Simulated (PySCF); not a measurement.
Two-component Hartree-Fock for Mo+ (molybdenum, charge +1)

Start: [Kr] 4d5; 4d3/2 filled at m_j = -3/2, -1/2, +1/2, +3/2; 4d5/2 filled at m_j = +5/2. Calculated with PySCF 2.14 in x2c-TZVPall-2c (8s9p7d1f, 77 functions): generalised Hartree-Fock with the X2C-1e Hamiltonian and a Gaussian nucleus; one run each with spin-orbit coupling (SO) switched off, then screened by Boettger's factors.

```tsv
spinor shell	electrons	ε, spin-free (eV)	ε, screened SO (eV)	weight of nominal j (screened SO)	rms radius, screened SO (bohr)
1s1/2	2	-20113.9	-20112.8	1.000	0.0404
2s1/2	2	-2921.6	-2921.3	1.000	0.166
2p1/2	2	-2606.0	-2679.6	1.000	0.145
2p3/2	4	-2606.0	-2571.5	1.000	0.149
3s1/2	2	-534.91	-534.84	1.000	0.456
3p1/2	2	-428.66	-441.27	1.000	0.455
3p3/2	4	-428.66	-422.71	1.000	0.465
3d3/2	4	-255.80	-257.96	0.970	0.451
3d5/2	6	-255.80	-254.30	0.980	0.455
4s1/2	2	-85.702	-85.688	1.000	1.19
4p1/2	2	-54.654	-59.471	0.651	1.34
4p3/2	4	-54.654	-52.296	0.826	1.34
4d3/2	4	-16.368	-16.393	0.524	2.01
4d5/2	1	-16.368	-16.255	1.000	2.02
```

```
   quantity    spin-free  screened SO
E (hartree)  -4045.72511  -4046.20076
        M_J          5/2          5/2
       ⟨J²⟩        8.753        8.753
       ⟨L²⟩        0.000        0.014
       ⟨S²⟩        8.753        8.748
```

Each row is a mean over spinors that exchange with the open shell spreads, by up to 8.278 eV (4p3/2).

Rows whose weight is well below 1 are mixtures of j = l ± 1/2: exchange outweighs spin-orbit coupling there, and the label is only the starting occupation.

Breit and QED terms are absent; they matter most for the inner s and p1/2 levels.

Densities and radii are taken from the X2C orbitals without a picture-change correction, which distorts them close to the nucleus.

Without spin-orbit coupling the j labels of p, d and f shells carry no meaning; the spin-free column gives the mean over the occupied spinors of each nl shell.
